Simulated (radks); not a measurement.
Values are calculated unless marked as measured or tabulated.
Problem. Numerical settings for the lead ion Pb+, [Hg] 6p1. Code: a radial shooting solver on a logarithmic mesh with Libxc functionals. Model: Dirac Kohn-Sham, PBE, spin-unpolarised, spherical densities, finite nucleus; open shells are shared between the two j in proportion to 2j + 1; Fermi nuclear charge, rms radius 5.5012 fm. The defaults (mesh step 0.008 in ln r, mesh end at 40 bohr or more with all orbitals vanishing there, Anderson mixing 0.5 over 9 steps, residual threshold near 1e-9 with the energy settled to 1e-9 hartree or 1e-11 of itself, here a cap of 58 iterations) give E = -20922.394 hartree and 6p3/2 at -9.377 eV in 15 iterations. Run on one thread of a shared host, so times are rough (Arm Neoverse N1): 0.24 s of CPU time, 0.24 s wall, 15 iterations on 2360 mesh points. One setting is changed at a time: mesh step in ln r 0.005; mesh step in ln r 0.003; mesh step in ln r 0.08; mesh end (bohr) 20; mesh end (bohr) 5; residual threshold 0.1; residual threshold 0.01; mixing 0.05; linear mixing, mixing 0.5; linear mixing, mixing 0.05; mixing history 20; iteration cap 8. Which runs fail to converge, and which converge to a wrong energy?

Solution. Not converged within the cap: mesh step in ln r 0.08; linear mixing, mixing 0.05; iteration cap 8. Settings that end as converged yet miss the energy by more than 1 mhartree: mesh end (bohr) 5 (+0.0638 hartree).
